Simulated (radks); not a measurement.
Results of a calculation; reference values are marked as such.
Ionisation of Ne6+, [He] 2s2, to Ne7+, [He] 2s1, under several functionals. Non-relativistic Kohn-Sham, spin-polarised, spherical densities, point nucleus; open shells are filled with parallel spins first; a radial shooting solver on a logarithmic mesh with Libxc functionals.

| functional | E(Ne6+) (hartree) | Exc (hartree) | IE (eV) | -e(HOMO) (eV) | <r> HOMO (bohr) | IE error (eV) |
|---|---|---|---|---|---|---|
| HCTH/407 | -110.13881 | -7.61770 | 205.63 | 192.64 | 0.7096 | -1.6 |
| BLYP | -110.22853 | -7.70697 | 205.25 | 192.20 | 0.7096 | -2.0 |
| exchange-only LDA | -109.15400 | -6.60139 | 202.12 | 189.53 | 0.7122 | -5.2 |
| exchange-only PBE | -110.03879 | -7.51396 | 204.11 | 191.05 | 0.7101 | -3.2 |
| XLYP | -110.28145 | -7.76150 | 205.47 | 192.30 | 0.7096 | -1.8 |
| LDA (Slater exchange, Perdew-Wang correlation) | -109.48725 | -6.93898 | 204.63 | 191.45 | 0.7110 | -2.6 |
| revPBE | -110.23239 | -7.71299 | 205.38 | 192.27 | 0.7094 | -1.9 |
| B86b exchange with PBE correlation | -110.20745 | -7.68656 | 205.45 | 192.33 | 0.7091 | -1.8 |
| PBEsol | -109.84460 | -7.31142 | 204.69 | 191.71 | 0.7102 | -2.6 |

NIST Atomic Spectra Database: 207.27 eV (measured). Closest: HCTH/407. The Delta-SCF values span 3.52 eV, the total energies 1.13 hartree. The highest occupied level is 2s.
